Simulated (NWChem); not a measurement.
System: BI₃; SMILES IB(I)I

NWChem input:

```
start job
memory heap 200 mb stack 900 mb global 1100 mb
geometry units angstroms noautoz
  B      0.000000     0.000000    -0.000886
  I      0.546403     2.048308    -0.000866
  I      1.500685    -1.497353    -0.000866
  I     -2.047088    -0.550955    -0.000866
end
basis spherical
  B library def2-svp
  I library def2-svp
end
ecp
  I library def2-ecp
end
dft
  xc pbe0
  iterations 200
end
task dft gradient
```

Excerpt of the output:

```
             Northwest Computational Chemistry Package (NWChem) 7.3.0
             --------------------------------------------------------

 C3H symmetry detected

                             Geometry "geometry" -> ""
                             -------------------------

 Output coordinates in angstroms (scale by  1.889725989 to convert to a.u.)

  No.       Tag          Charge          X              Y              Z
 ---- ---------------- ---------- -------------- -------------- --------------
    1 B                    5.0000    -0.00000000    -0.00000000     0.00000000
    2 I                   53.0000     0.72008955     1.99388876     0.00000000
    3 I                   53.0000     1.36671355    -1.62056022     0.00000000
    4 I                   53.0000    -2.08680309    -0.37332854     0.00000000

 Effective nuclear repulsion energy (a.u.)    1412.9297614043

      Symmetry information
      --------------------

 Group name             C3h
 Group number             22
 Group order               6
 No. of unique centers     2

                                 NWChem DFT Module
                                 -----------------

 Summary of "ao basis" -> "ao basis" (spherical)
 ------------------------------------------------------------------------------
       Tag                 Description            Shells   Functions and Types
 ---------------- ------------------------------  ------  ---------------------
 B                          def2-svp                 6       14   3s2p1d
 I                          def2-svp                10       26   4s4p2d

      Symmetry analysis of basis
      --------------------------

        a'         22
        e'+        21
        e'-        21
        a"         10
        e"+         9
        e"-         9

  Rotation of axis

            General Information
            -------------------
          SCF calculation type: DFT
          Wavefunction type:  closed shell.
          No. of atoms     :     4
          No. of electrons :    80
           Alpha electrons :    40
            Beta electrons :    40
          Charge           :     0
          Spin multiplicity:     1
          Use of symmetry is: on ; symmetry adaption is: on
          Maximum number of iterations: 200
          AO basis - number of functions:    92
                     number of shells:    36
          Convergence on energy requested:  1.00D-06
          Convergence on density requested:  1.00D-05
          Convergence on gradient requested:  5.00D-04

              XC Information
              --------------
                         PBE0 Method XC Functional
                     Hartree-Fock (Exact) Exchange  0.250
          PerdewBurkeErnzerhof Exchange Functional  0.750
            Perdew 1991 LDA Correlation Functional  1.000 local
           PerdewBurkeErnz. Correlation Functional  1.000 non-local

             Grid Information
             ----------------
          Grid used for XC integration:  medium
          Radial quadrature: Mura-Knowles
          Angular quadrature: Lebedev.
          Tag              B.-S. Rad. Rad. Pts. Rad. Cut. Ang. Pts.
          ---              ---------- --------- --------- ---------
          B                   0.85       49           8.0       434
          I                   1.40      123          11.0       590
          Grid pruning is: on
          Number of quadrature shells:   172
          Spatial weights used:  Erf1

      Superposition of Atomic Density Guess
      -------------------------------------

 Sum of atomic energies:       -1065.88535429

      Non-variational initial energy
      ------------------------------

 Total energy =    -915.314395
 1-e energy   =   -2311.616386
 2-e energy   =    1032.473428
 HOMO         =      -0.306671
 LUMO         =       0.000063

      Symmetry analysis of molecular orbitals - initial
      -------------------------------------------------

  Numbering of irreducible representations:

     1 a'          2 e'+         3 e'-         4 a"          5 e"+
     6 e"-

  Orbital symmetries:

     1 a'          2 e'+         3 e'+         4 a'          5 a'
     6 e'+         7 e'+         8 e'+         9 e'+        10 a"
    11 e"+        12 e"+        13 a'         14 a'         15 e'+
    16 e'+        17 e'+        18 e'+        19 a"         20 e"+
    21 e"+        22 a'         23 a'         24 e"+        25 e"+
    26 e'+        27 e'+        28 a"         29 a'         30 e'+
    31 e'+        32 a'         33 e'+        34 e'+        35 a"
    36 e"+        37 e"+        38 e'+        39 e'+        40 a'
    41 a"         42 a'         43 e'+        44 e'+        45 a'
    46 e'+        47 e'+        48 e'+        49 e'+        50 a'

   convergence    iter        energy       DeltaE   RMS-Dens  Diis-err
 ---------------- ----- ----------------- --------- --------- ---------
 d= 0,ls=0.0,diis     1   -917.9107218088 -1.28D+03  2.03D-02  5.47D-01
 d= 0,ls=0.0,diis     2   -917.6099808837  3.01D-01  1.35D-02  2.64D+00
 d= 0,ls=0.0,diis     3   -918.0135230651 -4.04D-01  1.04D-03  1.44D-03
 d= 0,ls=0.0,diis     4   -918.0137560981 -2.33D-04  3.12D-04  5.41D-04
 d= 0,ls=0.0,diis     5   -918.0138049758 -4.89D-05  6.37D-05  2.25D-05
  Resetting Diis
 d= 0,ls=0.0,diis     6   -918.0138087457 -3.77D-06  7.81D-06  2.85D-07
 d= 0,ls=0.0,diis     7   -918.0138087981 -5.24D-08  2.10D-06  1.18D-08

         Total DFT energy =     -918.013808798106
      One electron energy =    -2312.928010076105
           Coulomb energy =     1101.864199168085
    Exchange-Corr. energy =      -70.778561428597
 Nuclear repulsion energy =      363.828563538512

 Numeric. integr. density =       80.000015626603

                  Occupations of the irreducible representations
                  ----------------------------------------------

                     irrep           alpha         beta
                     --------     --------     --------
                     a'               10.0         10.0
                     e'+              18.0         18.0
                     e'-               0.0          0.0
                     a"                4.0          4.0
                     e"+               8.0          8.0
                     e"-               0.0          0.0

                       DFT Final Molecular Orbital Analysis
                       ------------------------------------

 Vector   38  Occ=2.000000D+00  E=-2.929497D-01  Symmetry=e"+
              MO Center= -1.0D+00,  3.8D-02,  2.4D-15, r^2= 5.3D+00
   Bfn.  Coefficient  Atom+Function         Bfn.  Coefficient  Atom+Function
  ----- ------------  ---------------      ----- ------------  ---------------
    79      0.510269  4 I  pz                82      0.448878  4 I  pz
    27     -0.302528  2 I  pz                30     -0.266131  2 I  pz
    53     -0.207741  3 I  pz                76     -0.205594  4 I  pz
    56     -0.182747  3 I  pz                73     -0.166820  4 I  pz
    24      0.121892  2 I  pz                21      0.098904  2 I  pz

 Vector   39  Occ=2.000000D+00  E=-2.929497D-01  Symmetry=e"+
              MO Center=  1.0D+00, -3.8D-02, -5.9D-12, r^2= 5.3D+00
   Bfn.  Coefficient  Atom+Function         Bfn.  Coefficient  Atom+Function
  ----- ------------  ---------------      ----- ------------  ---------------
    53      0.469269  3 I  pz                27     -0.414543  2 I  pz
    56      0.412810  3 I  pz                30     -0.364669  2 I  pz
    50     -0.189074  3 I  pz                24      0.167024  2 I  pz
    47     -0.153416  3 I  pz                21      0.135525  2 I  pz
    79     -0.054726  4 I  pz                82     -0.048141  4 I  pz

 Vector   40  Occ=2.000000D+00  E=-2.698843D-01  Symmetry=a'
              MO Center=  4.1D-15,  2.2D-15, -2.6D-16, r^2= 6.7D+00
   Bfn.  Coefficient  Atom+Function         Bfn.  Coefficient  Atom+Function
  ----- ------------  ---------------      ----- ------------  ---------------
    78      0.375503  4 I  py                25      0.358785  2 I  px
    81      0.331047  4 I  py                28      0.316307  2 I  px
    51     -0.291606  3 I  px                54     -0.257084  3 I  px
    52     -0.245930  3 I  py                55     -0.216812  3 I  py
    75     -0.150036  4 I  py                22     -0.143356  2 I  px

 Vector   41  Occ=0.000000D+00  E=-9.174027D-02  Symmetry=a"
              MO Center= -1.7D-14, -1.4D-14,  3.3D-17, r^2= 4.1D+00
   Bfn.  Coefficient  Atom+Function         Bfn.  Coefficient  Atom+Function
  ----- ------------  ---------------      ----- ------------  ---------------
     9     -0.599859  1 B  pz                 6      0.557525  1 B  pz
    30      0.326802  2 I  pz                56      0.326802  3 I  pz
    82      0.326802  4 I  pz                27      0.192167  2 I  pz
    53      0.192167  3 I  pz                79      0.192167  4 I  pz
    24     -0.080706  2 I  pz                50     -0.080706  3 I  pz

 Vector   42  Occ=0.000000D+00  E=-3.002284D-02  Symmetry=a'
              MO Center= -1.0D-15, -2.2D-15, -8.3D-18, r^2= 6.5D+00
   Bfn.  Coefficient  Atom+Function         Bfn.  Coefficient  Atom+Function
  ----- ------------  ---------------      ----- ------------  ---------------
     3      1.422314  1 B  s                  2      0.657599  1 B  s
    80     -0.627672  4 I  px                29      0.599725  2 I  py
    55     -0.487435  3 I  py                18     -0.457643  2 I  s
    44     -0.457643  3 I  s                 70     -0.457643  4 I  s
    54      0.411083  3 I  px                 1      0.224265  1 B  s

 Vector   43  Occ=0.000000D+00  E= 3.264291D-02  Symmetry=e'+
              MO Center=  3.9D-01, -2.4D-01,  1.7D-16, r^2= 6.2D+00
   Bfn.  Coefficient  Atom+Function         Bfn.  Coefficient  Atom+Function
  ----- ------------  ---------------      ----- ------------  ---------------
     8      1.284197  1 B  py                44      1.009978  3 I  s
     7     -0.762589  1 B  px                55      0.745420  3 I  py
    54     -0.715381  3 I  px                18     -0.650419  2 I  s
    28      0.519138  2 I  px                29      0.518465  2 I  py
     5     -0.486619  1 B  py                81     -0.437182  4 I  py

     Multipole analysis of the density
     ---------------------------------

     L   x y z        total         alpha         beta         nuclear
     -   - - -        -----         -----         ----         -------
     0   0 0 0     -0.000000    -40.000000    -40.000000     80.000000

     1   1 0 0     -0.000000     -0.000000     -0.000000      0.000000
     1   0 1 0     -0.000000     -0.000000     -0.000000     -0.000000
     1   0 0 1      0.000000     -0.000000     -0.000000      0.000000

     2   2 0 0    -61.774630   -331.802247   -331.802247    601.829865
     2   1 1 0     -0.000000     -0.000000     -0.000000     -0.000000
     2   1 0 1     -0.000000      0.000000      0.000000     -0.000000
     2   0 2 0    -61.774630   -331.802247   -331.802247    601.829865
     2   0 1 1     -0.000000      0.000000      0.000000     -0.000000
     2   0 0 2    -63.812044    -31.906022    -31.906022      0.000000

            General Information
            -------------------
          SCF calculation type: DFT
          Wavefunction type:  closed shell.
          No. of atoms     :     4
          No. of electrons :    80
           Alpha electrons :    40
            Beta electrons :    40
          Charge           :     0
          Spin multiplicity:     1
          Use of symmetry is: on ; symmetry adaption is: on
          Maximum number of iterations: 200
          AO basis - number of functions:    92
                     number of shells:    36
          Convergence on energy requested:  1.00D-06
          Convergence on density requested:  1.00D-05
          Convergence on gradient requested:  5.00D-04

              XC Information
              --------------
                         PBE0 Method XC Functional
                     Hartree-Fock (Exact) Exchange  0.250
          PerdewBurkeErnzerhof Exchange Functional  0.750
            Perdew 1991 LDA Correlation Functional  1.000 local
           PerdewBurkeErnz. Correlation Functional  1.000 non-local

             Grid Information
             ----------------
          Grid used for XC integration:  medium
          Radial quadrature: Mura-Knowles
          Angular quadrature: Lebedev.
          Tag              B.-S. Rad. Rad. Pts. Rad. Cut. Ang. Pts.
          ---              ---------- --------- --------- ---------
          B                   0.85       49           8.0       434
          I                   1.40      123          11.0       590
          Grid pruning is: on
          Number of quadrature shells:   172
          Spatial weights used:  Erf1

          Convergence Information
          -----------------------
          Convergence aids based upon iterative change in
          total energy or number of iterations.
          Levelshifting, if invoked, occurs when the
          HOMO/LUMO gap drops below (HL_TOL):  1.00D-02
          DIIS, if invoked, will attempt to extrapolate
          using up to (NFOCK): 10 stored Fock matrices.

                    Damping( 0%)  Levelshifting(0.5)       DIIS
                  --------------- ------------------- ---------------
          dE  on:    start            ASAP                start
          dE off:    2 iters        200 iters           200 iters

                            NWChem DFT Gradient Module
                            --------------------------

  charge          =   0.00
  wavefunction    = closed shell

  Rotation of axis
  Using symmetry

                         DFT ENERGY GRADIENTS

    atom               coordinates                        gradient
                 x          y          z           x          y          z
   1 B      -0.000000  -0.000000   0.000000    0.000000   0.000000   0.000000
   2 I       1.360772   3.767903   0.000000    0.000001   0.000005   0.000000
   3 I       2.582714  -3.062415   0.000000    0.000004  -0.000004   0.000000
   4 I      -3.943486  -0.705489   0.000000   -0.000005  -0.000001   0.000000
```

Level: PBE0/def2-SVP with def2 effective core potentials on I. Structure relaxed at the PBE0/def2-SVP level. def2 effective core potentials on I; no spin-orbit coupling.
